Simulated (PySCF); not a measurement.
# Gd²⁺ (gadolinium, charge +2) across methods

[Xe] 4f7 5d1, high-spin 9D determinant. Computed with PySCF 2.14 in x2c-TZVPPall (11s7p7d4f2g, 113 functions), with scalar relativity by spin-free X2C-1e.

```json
{"method": "PBE0", "E (hartree)": "-11269.82", "mean ε 5p β (eV)": "-41.029", "mean ε 4f α (eV)": "-27.533", "mean ε 5d α (eV)": "-17.119", "Σ⟨r²⟩ (bohr²)": "42.33", "⟨S²⟩": "20.004"}
{"method": "PBE", "E (hartree)": "-11269.86", "mean ε 5p β (eV)": "-39.288", "mean ε 4f α (eV)": "-24.406", "mean ε 5d α (eV)": "-15.977", "Σ⟨r²⟩ (bohr²)": "42.53", "⟨S²⟩": "20.003"}
{"method": "LDA", "E (hartree)": "-11261.73", "mean ε 5p β (eV)": "-39.587", "mean ε 4f α (eV)": "-24.689", "mean ε 5d α (eV)": "-15.973", "Σ⟨r²⟩ (bohr²)": "42.51", "⟨S²⟩": "20.003"}
{"method": "UHF", "E (hartree)": "-11266.16936", "mean ε 5p β (eV)": "-44.873", "mean ε 4f α (eV)": "-36.327", "mean ε 5d α (eV)": "-19.895", "Σ⟨r²⟩ (bohr²)": "42.28", "⟨S²⟩": "20.007"}
{"method": "r2SCAN", "E (hartree)": "-11270.18", "mean ε 5p β (eV)": "-39.755", "mean ε 4f α (eV)": "-24.713", "mean ε 5d α (eV)": "-16.262", "Σ⟨r²⟩ (bohr²)": "42.30", "⟨S²⟩": "20.006"}
```

Spin-orbit coupling, absent here, splits the open shell strongly.
